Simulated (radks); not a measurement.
Species: Pd. Configuration: [Kr] 4d10.

Calculated with a radial shooting solver on a logarithmic mesh with Libxc functionals: Dirac Kohn-Sham, PBEsol, spin-unpolarised, spherical densities, finite nucleus; Fermi nuclear charge, rms radius 4.5318 fm.

Energy parts (eV):
part                       energy
total                 -137264.665
kinetic                143355.263
electron-nucleus      -332804.587
Hartree                 56041.709
exchange-correlation    -3857.050

Orbitals (lengths in bohr, moments of r in powers of bohr; r(90%) holds 90 % of the orbital's charge):
| orbital | occ. | eigenvalue (eV) | <r^4> | <1/r> | r(90%) |
|---|---|---|---|---|---|
| 1s1/2 | 2 | -24137.81 | 4.890e-06 | 48.22 | 0.0572 |
| 2s1/2 | 2 | -3523.491 | 0.0008749 | 11.08 | 0.214 |
| 2p1/2 | 2 | -3268.873 | 0.0005717 | 11.06 | 0.192 |
| 2p3/2 | 4 | -3109.612 | 0.0006550 | 10.43 | 0.199 |
| 3s1/2 | 2 | -634.9717 | 0.04174 | 3.860 | 0.559 |
| 3p1/2 | 2 | -534.4584 | 0.04165 | 3.766 | 0.560 |
| 3p3/2 | 4 | -506.6971 | 0.04647 | 3.610 | 0.576 |
| 3d3/2 | 4 | -328.5292 | 0.04310 | 3.443 | 0.564 |
| 3d5/2 | 6 | -322.9917 | 0.04463 | 3.403 | 0.569 |
| 4s1/2 | 2 | -85.1967 | 1.572 | 1.463 | 1.38 |
| 4p1/2 | 2 | -54.1819 | 2.315 | 1.337 | 1.52 |
| 4p3/2 | 4 | -49.7338 | 2.640 | 1.287 | 1.57 |
| 4d3/2 | 4 | -4.3198 | 25.75 | 0.8922 | 2.61 |
| 4d5/2 | 6 | -3.8837 | 29.29 | 0.8744 | 2.69 |
| 5s1/2 | 0 | -3.2990 | 343.4 | 0.3773 | 5.30 |

The highest occupied level is 4d5/2 at -3.884 eV. The density falls to 0.001 e/bohr^3 at r = 4.07 bohr.
